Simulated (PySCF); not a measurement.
C₇H₈.
Geometry (GFN2-xTB, Å), atoms numbered from 1 in this order:
```
atom  x, y, z in Å
C1    -3.3067   -0.4433   -0.4379
C2    -1.9216   -0.0410   -0.3260
C3    -0.7750    0.3011   -0.2354
C4     0.5979    0.6950   -0.1234
C5     1.6432   -0.0808   -0.8796
C6     2.8005    0.3387   -0.0307
C7     1.5595   -0.2161    0.5925
H8    -3.4330   -1.4543   -0.0503
H9    -3.6187   -0.4239   -1.4822
H10   -3.9411    0.2353    0.1322
H11    0.7352    1.7706   -0.0172
H12    1.5605   -0.7537   -1.7050
H13    3.0203    1.3960    0.0781
H14    3.6832   -0.2884   -0.0381
H15    1.3914   -1.0273    1.2671
```

The calculation used TDDFT PBE0/def2-SVPD, vertical, gas phase, core orbitals frozen in the response in PySCF.

```
state  E (eV)  E (kJ/mol)  λ (nm)       f   main configurations (H = HOMO, L = LUMO)
   S1    6.44         621   192.5  0.0001    H→L+3 (33%), H-1→L+1 (25%), H→L+4 (14%)
   S2    6.63         639   187.1  0.0070                                  H→L (85%)
   S3    6.65         641   186.6   0.066                 H→L+1 (62%), H-1→L+3 (11%)
   S4    6.68         644   185.6  0.0009  H-1→L+1 (37%), H→L+3 (19%), H-2→L+1 (14%)
   S5    6.89         665   179.8  0.0062                   H-1→L (86%), H-2→L (10%)
   S6    7.30         704   169.9  0.0083  H-1→L+2 (58%), H-2→L (24%), H-2→L+2 (10%)
```

Triplets, Tamm–Dancoff:

| state | E (eV) | λ (nm) | main configurations (H = HOMO, L = LUMO) |
| --- | --- | --- | --- |
| T1 | 5.24 | 236.5 | H→L+1 (70%) |
| T2 | 5.79 | 214.3 | H-1→L+1 (34%), H→L+3 (25%), H→L+4 (13%) |

The lowest singlet comes at 193 nm (621 kJ/mol) in the vacuum ultraviolet; it is dark (f under 0.0005); its leading configuration is HOMO→LUMO+3 (33%). The most intense listed level is S3 at 6.65 eV (187 nm, f = 0.066), 0.21 eV above S1. Löwdin shares by element: HOMO carbon 80% or more (atoms not listed hold the other 20%); LUMO carbon 61% or more, hydrogen 9% or more (atoms not listed hold the other 30%). Of the 6 states listed, 1 reaches f = 0.01 and 1 stays under 0.0005. The oscillator strengths of these states sum to 0.089; summed over the whole spectrum of an exact calculation they would give the number of electrons, 50 (Thomas–Reiche–Kuhn). Weighted by f, the mean energy of these states is 6.72 eV. The window holds the lowest 6 singlets.
